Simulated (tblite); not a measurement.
Compound: C₆H₉NSi.
Z-matrix (Å and degrees, GFN2-xTB geometry), rows numbered from 1:
```
C 
C   1  1.3189
C   2  1.5089  1  129.08
N   3  1.4637  2   95.46  1  -179.97
C   4  1.3371  3  123.75  2  -180.00
C   5  1.3065  4  152.08  3  -179.93
C   5  1.4962  4  143.35  3     0.04
Si  4  1.7459  3   98.98  2    -0.00
H   1  1.0803  2  122.34  3    -0.06
H   1  1.0773  2  121.54  3   179.99
H   3  1.0945  2  113.85  1    62.63
H   3  1.0946  2  113.88  1   -62.56
H   6  1.0592  5  151.48  7  -179.98
H   7  1.0881  5  119.83  6   106.46
H   7  1.0881  5  119.83  6  -106.44
H   8  1.4625  2  118.05  1   -70.07
H   8  1.4625  2  118.03  1    70.05
```

Calculated harmonic vibrations of the isolated species, GFN2-xTB (tblite), most abundant isotopes, no scaling. Against measured fundamentals such values can be off by several per cent, at times by over 20. Modes of hydrogen on silicon can be 10 to 20 % off. One conformer, not necessarily the lowest.

Harmonic wavenumbers (cm⁻¹): 67.7, 85.6, 120.5, 166.9, 286.2, 297.5, 389.9, 398.5, 431.2, 470.5, 514.0, 522.6, 626.6, 642.6, 663.7, 672.6, 799.2, 885.4, 907.8, 930.7, 942.0, 971.1, 996.0, 1047.8, 1051.1, 1086.0, 1103.9, 1153.3, 1190.3, 1235.2, 1307.2, 1415.2, 1469.0, 1502.1, 1734.9, 1911.0, 2244.0, 2272.4, 2906.8, 2937.0, 2944.9, 2979.2, 3065.0, 3107.2, 3256.9.

A = 4309, B = 1068, C = 874.2 MHz; mass 123.050 u (most abundant isotopes); point group Cs, symmetry number 1.

Task: What is the zero-point energy?

Result: Half the sum of the wavenumbers: 27855 cm⁻¹ = 79.64 kcal/mol.

Task: Give the ideal-gas entropy at 298.15 K and 1 bar in the rigid-rotor, harmonic-oscillator model (classical rotation).

Result: Translation 40.36, rotation 28.77, vibration 24.15: S = 93.3 cal/(mol K).

Task: And Cp and H(298.15 K) − H(0)?

Result: Cp = 36.55 cal/(mol K), of which vibrations give 28.60 (their classical limit is 45 R = 89.4); H(298.15 K) − H(0) = 6.39 kcal/mol without the zero-point energy, 4.02 from vibrations.

Task: How do the functions run with temperature in this model?

Result: 
```csv
T (K),S (cal/(mol K)),Cp (cal/(mol K)),H − H(0) (kcal/mol),G − H(0) (kcal/mol),ln q(vib)
100,66.5,16.3,1.17,-5.48,1.15
200,80.8,26.4,3.30,-12.87,3.20
300,93.5,36.7,6.46,-21.60,5.41
500,116.5,53.5,15.59,-42.65,10.07
800,145.2,68.7,34.13,-82.06,16.88
1000,161.3,75.2,48.55,-112.75,21.11
```

q(vib) and H(0) count from the zero-point level.

Task: What must be added to the electronic energy to get the Gibbs energy at 298.15 K and 1 bar?

Result: ZPE + [H(298.15 K) − H(0)] − T·S = 79.64 + 6.39 − 27.81 = 58.22 kcal/mol.

Task: Blend soft modes into free rotors: weight 1/[1 + (100 cm⁻¹/ν̃)⁴] for the oscillator and the rest for a rotor with moment μB/(μ + B), μ = h/(8π²ν), B = 10⁻⁴⁴ kg m². What vibrational entropy results?

Result: 22.73 cal/(mol K) in place of 24.15, which changes −T·S at 298.15 K by +0.42 kcal/mol.

Hindered rotation and anharmonicity are outside this model. Other conformers, if any are populated, would add a mixing term that is left out.
